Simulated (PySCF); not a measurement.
## Telling isomers of C₁₀H₁₀ apart by NMR

Single conformer, in vacuum, fast rotation and ring inversion assumed for equivalent nuclei, relativity neglected. GFN2-xTB structure; PBE0/pcSseg-1 with gauge-including orbitals; PySCF.

Referencing at the same level of theory: TMS for 1H, 13C. Where no couplings were computed, multiplicities follow the n + 1 count of equivalent neighbours, and m marks all less simple cases (inequivalent or close neighbours, rings, F or P nearby). Shifts are as computed. Against solution values, carbons near 30 ppm lie about +3 ppm off and those near 130 ppm about +5 ppm. Of 1211 compounds with measured shifts, 218 miss one by over three times the rms of a fit or turn the order of signals round; such compounds aren't used in these exercises.

(1) Tabulate the signals of `C[C@H]1C=Cc2ccccc21`, `C=CC1=C[C@@H]2[C@@H]3C=C[C@H]1[C@H]23`, `CCC#Cc1ccccc1` and their relative energies.

(2) What is the quickest way to tell C[C@H]1C=Cc2ccccc21 from CCC#Cc1ccccc1?

(3) What is the quickest way to tell C=CC1=C[C@@H]2[C@@H]3C=C[C@H]1[C@H]23 from CCC#Cc1ccccc1?

(4) What is the quickest way to tell C[C@H]1C=Cc2ccccc21 from C=CC1=C[C@@H]2[C@@H]3C=C[C@H]1[C@H]23?

Answers

(1) 
```json
{"SMILES": "C[C@H]1C=Cc2ccccc21", "carbon types": "2×C 7×CH 1×CH3", "δC": "155.6, 149.8, 149.7, 138.3, 132.0, 130.1, 127.9, 126.5, 49.5, 18.6", "δH": "7.71 (d, 1H), 7.68 (m, 1H), 7.57 (m, 1H), 7.48 (m, 1H), 7.05 (d, 1H), 6.71 (m, 1H), 3.57 (m, 1H), 1.29 (d, 3H)", "E rel. (kcal/mol)": "0.0"}
{"SMILES": "C=CC1=C[C@@H]2[C@@H]3C=C[C@H]1[C@H]23", "carbon types": "1×C 8×CH 1×CH2", "δC": "155.6, 147.0, 141.1, 128.6, 127.1, 117.3, 55.1, 53.9, 45.4, 44.1", "δH": "6.81 (m, 1H), 5.89 (m, 1H), 5.48 (m, 1H), 5.31 (m, 1H), 5.25 (m, 1H), 5.21 (d, 1H), 3.45 (m, 1H), 3.09 (m, 1H), 2.93 (m, 1H), 2.89 (m, 1H)", "E rel. (kcal/mol)": "55.7"}
{"SMILES": "CCC#Cc1ccccc1", "carbon types": "3×C 5×CH 1×CH2 1×CH3", "δC": "138.5, 133.6, 132.5, 128.9, 101.8, 88.2, 16.9, 16.5", "δH": "7.75 (d, 2H), 7.57 (m, 2H), 7.50 (m, 1H), 2.63 (q, 2H), 1.33 (t, 3H)", "E rel. (kcal/mol)": "32.4"}
```

Energies are electronic energies at PBE0/pcSseg-1 on these geometries, without zero-point or thermal terms, each for the one conformer computed, which needn't be the lowest.

(2) Count the carbon signals: 10 against 8. The first has an sp3 CH on an aromatic ring at 49.5 ppm, the second an alkyne carbon (C) at 88.2 ppm. Their most deshielded carbons lie at 155.6 and 138.5 ppm.

(3) Count the carbon signals: 10 against 8. The first has a terminal =CH2 carbon at 117.3 ppm, the second an alkyne carbon (C) at 88.2 ppm. Their most deshielded carbons lie at 155.6 and 138.5 ppm. In the proton spectra the most deshielded non-exchanging signals are 6.81 (m, 1H) and 7.75 (d, 2H).

(4) Both give the same number of carbon signals, but DEPT or the intensities differ. The first has a methyl carbon (CH3) at 18.6 ppm, the second a terminal =CH2 carbon at 117.3 ppm. Their most deshielded carbons lie at 155.6 and 155.6 ppm. In the proton spectra the most deshielded non-exchanging signals are 7.71 (d, 1H) and 6.81 (m, 1H).
